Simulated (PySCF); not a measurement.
**UHF on Ce⁺ (cerium, charge +1)**

Configuration: [Xe] 4f2 5d1, one real determinant (an excited configuration). Calculation: PySCF 2.14, in x2c-TZVPPall; the spin-free X2C one-electron Hamiltonian (Gaussian nucleus).

```
Total energy                                                  : -8856.049981 hartree
One-electron energy                                           : -12082.4914 hartree
Hartree (Coulomb) energy                                      : 3435.5215 hartree
Exchange energy                                               : -209.0801 hartree
⟨S²⟩                                                          : 3.7535
⟨L²⟩                                                          : 29.948
Sum of ⟨r⟩                                                    : 38.00 bohr
Sum of ⟨r²⟩                                                   : 55.71 bohr²
Traceless quadrupole moment −½Σ⟨3z² − r²⟩ along its main axis : -1.59 e·bohr²
Langevin diamagnetic susceptibility                           : -44.1 ×10⁻⁶ cm³/mol
```

```
shell  electrons  mean orbital energy (hartree)  spread (hartree)  rms radius, mean of both spins (bohr)
 1s β          1                    -1493.42769                 0                                 0.0280
 1s α          1                    -1493.42758                 0                                 0.0280
 2s α          1                     -243.03307                 0                                  0.114
 2s β          1                     -243.03184                 0                                  0.114
 2p α          3                     -217.62811           0.00155                                  0.102
 2p β          3                     -217.62695           0.00013                                  0.102
 3s α          1                      -53.91132                 0                                  0.296
 3s β          1                      -53.88460                 0                                  0.296
 3p α          3                      -45.62377           0.00237                                  0.297
 3p β          3                      -45.59336           0.00540                                  0.297
 3d α          5                      -33.73678           0.02272                                  0.274
 3d β          5                      -33.70302           0.01162                                  0.274
 4s α          1                      -11.56393                 0                                  0.678
 4s β          1                      -11.47511                 0                                  0.678
 4p α          3                       -8.76495           0.00204                                  0.720
 4p β          3                       -8.66409           0.01156                                  0.720
 4d α          5                       -4.60438           0.09633                                  0.808
 4d β          5                       -4.46777           0.04077                                  0.808
 5s α          1                       -1.89310                 0                                   1.68
 5s β          1                       -1.82878                 0                                   1.68
 5p α          3                       -1.13813           0.02065                                   1.96
 5p β          3                       -1.06837           0.01260                                   1.96
 4f α          2                       -0.45055           0.01072                                   1.36
 5d α          1                       -0.34750                 0                                   3.37
```

⟨L²⟩ = 29.95 against 56 for a pure K term, so this real determinant mixes terms. Spin-orbit coupling, absent here, splits the open shell strongly.

Densities and radii are taken from the X2C orbitals without a picture-change correction, which distorts them close to the nucleus.

Spin-orbit constants ζ (cm⁻¹) from the X2C one-electron operator on these orbitals: bare nucleus, nucleus screened by l(l+1)(2l+1)/3 electrons, and screened by the Breit-Pauli mean field of the electrons.

```
shell     bare  screened nucleus  mean field
   2p  2347000           2266000         n/a
   3p   466500            450400         n/a
   3d    72180             59740         n/a
   4p    97510             94150         n/a
   4d    12250             10140         n/a
   4f     1294             669.4         n/a
   5p    12370             11940         n/a
   5d    609.9             504.7         n/a
```

To first order the Landé constant is A = 207.5 cm⁻¹, so the lowest level has J = 11/2 and lies 0.309 eV below the centre of the term. This holds in LS coupling only.
